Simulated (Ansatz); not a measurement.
`[SiH3][OH+][GaH3-]`. The species carries charge 0 and has multiplicity 1. All single points use the PBE0-D4/def2-TZVP geometry.

```xyz
10

Si   -1.430    0.568    0.094
O    -0.366   -0.729   -0.070
Ga    1.768   -0.327    0.068
H    -2.801    0.015   -0.036
H    -1.188    1.574   -0.965
H    -1.191    1.117    1.442
H    -0.566   -1.388   -0.740
H     2.130   -1.199    1.325
H     1.525    1.226    0.259
H     2.119   -0.856   -1.376
```

Q: What is the dipole moment at PBE/def2-TZVPP? (Estimate.)

A: Computed: 3.48 D, with components (-3.34, -0.41, -0.88) D in this frame, pointing from negative to positive charge.

Q: And with r2SCAN, B3LYP, ωB97M-V? (Estimate.)

A: The calculation gave: r2SCAN 3.54 D, B3LYP 3.55 D, ωB97M-V 3.55 D.

Q: Give the Mulliken charges with PBE, B3LYP, ωB97M-V in def2-TZVPP. (An estimate is asked.)

A: Computed: 
```csv
atom,PBE,B3LYP,ωB97M-V
Si1,0.33,0.39,0.28
O2,-0.26,-0.31,-0.32
Ga3,0.04,0.12,0.07
H4,-0.04,-0.05,-0.01
H5,-0.03,-0.04,0.00
H6,-0.02,-0.03,0.01
H7,0.20,0.20,0.20
H8,-0.07,-0.09,-0.07
H9,-0.08,-0.10,-0.09
H10,-0.07,-0.10,-0.07
```

B3LYP here is the variant with VWN-RPA as its local correlation; programs differ in this.
